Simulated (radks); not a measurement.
All-electron atom: neutral rhodium in [Kr] 4d9 (not the ground configuration). Method: Dirac Kohn-Sham, PBE, spin-unpolarised, spherical densities, finite nucleus; open shells fill j = l - 1/2 first; Fermi nuclear charge, rms radius 4.4945 fm; computed with a radial shooting solver on a logarithmic mesh with Libxc functionals.

Normalised radial functions P(r) = r R(r) (large component), r in bohr:

r,4p3/2,5s1/2
0.001503,0.0010,0.0146
0.001736,0.0013,0.0165
0.002021,0.0018,0.0188
0.002333,0.0023,0.0212
0.002695,0.0031,0.0239
0.003137,0.0041,0.0270
0.003623,0.0054,0.0302
0.004218,0.0072,0.0338
0.004871,0.0094,0.0375
0.005671,0.0125,0.0416
0.006549,0.0162,0.0455
0.007564,0.0211,0.0495
0.008805,0.0276,0.0535
0.01017,0.0356,0.0569
0.01184,0.0463,0.0599
0.01367,0.0590,0.0617
0.01579,0.0746,0.0622
0.01838,0.0949,0.0608
0.02123,0.1181,0.0571
0.02471,0.1471,0.0502
0.02854,0.1788,0.0404
0.03296,0.2142,0.0271
0.03837,0.2544,0.0093
0.04432,0.2931,-0.0109
0.05159,0.3311,-0.0345
0.05958,0.3599,-0.0574
0.06936,0.3764,-0.0796
0.08011,0.3718,-0.0954
0.09251,0.3405,-0.1027
0.1077,0.2723,-0.0975
0.1244,0.1710,-0.0778
0.1448,0.0277,-0.0410
0.1672,-0.1328,0.0064
0.1931,-0.3002,0.0598
0.2248,-0.4570,0.1124
0.2597,-0.5562,0.1469
0.3023,-0.5771,0.1548
0.3491,-0.4971,0.1280
0.4064,-0.3029,0.0634
0.4694,-0.0321,-0.0233
0.5421,0.2865,-0.1178
0.631,0.6201,-0.2020
0.7288,0.8799,-0.2450
0.8484,1.0482,-0.2347
0.9798,1.0859,-0.1678
1.132,1.0130,-0.0539
1.317,0.8499,0.0971
1.521,0.6571,0.2464
1.771,0.4557,0.3879
2.045,0.2942,0.4912
2.362,0.1730,0.5558
2.75,0.0884,0.5790
3.176,0.0417,0.5610
3.697,0.0164,0.5074
4.27,0.0058,0.4338
4.971,0.0016,0.3440
5.741,0.0004,0.2577
6.63,0.0001,0.1788
7.718,0.0000,0.1108
8.914,0.0000,0.0637
10.38,0.0000,0.0317
11.98,0.0000,0.0145

4p3/2: eigenvalue -46.199 eV, 2 radial nodes at r = 0.149, 0.477 bohr, <r> = 1.10 bohr, 90 % of the charge inside 1.63 bohr. 5s1/2 (empty): eigenvalue -3.358 eV, 4 radial nodes at r = 0.0411, 0.164, 0.453, 1.20 bohr, <r> = 3.52 bohr, 90 % of the charge inside 5.44 bohr.
